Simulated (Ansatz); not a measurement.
`[I][Al]1[CH2][CH2]1` + `CC(Cl)Cl` → `[CH3][Al]1[CH2][CH2]1` + `ClC(Cl)I`  (formal exchange of groups at the Al–I bond)

Computed with Ansatz on PBE0-D4/def2-TZVP structures; ΔE is electronic, products minus reactants. CCSD(T)/CBS adds triple-zeta CCSD(T) − MP2 to the extrapolated MP2 energy (def2 sets, frozen cores). DFT in def2-TZVPP. B3LYP here is the variant with VWN-RPA as its local correlation; programs differ in this. def2 core potentials past Kr. For I outer-core shells are correlated without core-valence functions, which leaves a few kJ/mol of doubt a bond.

```json
{"level": "PBE0-D4", "ΔE (kJ/mol)": "194.0", "difference from CCSD(T)/CBS": "0.7"}
{"level": "B3LYP-D4", "ΔE (kJ/mol)": "185.8", "difference from CCSD(T)/CBS": "-7.5"}
{"level": "r2SCANh-D4", "ΔE (kJ/mol)": "198.0", "difference from CCSD(T)/CBS": "4.7"}
{"level": "ωB97M-V", "ΔE (kJ/mol)": "191.2", "difference from CCSD(T)/CBS": "-2.1"}
{"level": "r2SCAN0", "ΔE (kJ/mol)": "203.4", "difference from CCSD(T)/CBS": "10.1"}
{"level": "BHLYP", "ΔE (kJ/mol)": "204.9", "difference from CCSD(T)/CBS": "11.6"}
{"level": "CAM-B3LYP", "ΔE (kJ/mol)": "193.7", "difference from CCSD(T)/CBS": "0.4"}
{"level": "RPA@PBE/def2-TZVPP", "ΔE (kJ/mol)": "193.2", "difference from CCSD(T)/CBS": "-0.1"}
{"level": "CCSD(T)/def2-SVP", "ΔE (kJ/mol)": "216.3", "difference from CCSD(T)/CBS": "23.0"}
{"level": "HF/def2-QZVPP", "ΔE (kJ/mol)": "224.2", "difference from CCSD(T)/CBS": "30.9"}
{"level": "CCSD(T)/CBS", "ΔE (kJ/mol)": "193.3", "difference from CCSD(T)/CBS": "0"}
```

Largest T1 diagnostic among the species: 0.010.

At CCSD(T), def2-SVP lies +23.0 kJ/mol from the extrapolated value and def2-TZVPP +4.7 kJ/mol. The D4 term adds −3.2 kJ/mol with B3LYP and −1.4 kJ/mol with PBE0; it sums over pairs of atoms, weighted by their polarisabilities, and B3LYP, whose exchange is more repulsive, gets the larger term. From PBE to PBE0 (25 % exact exchange), in def2-TZVPP and without D4, ΔE moves by +13.8 kJ/mol.
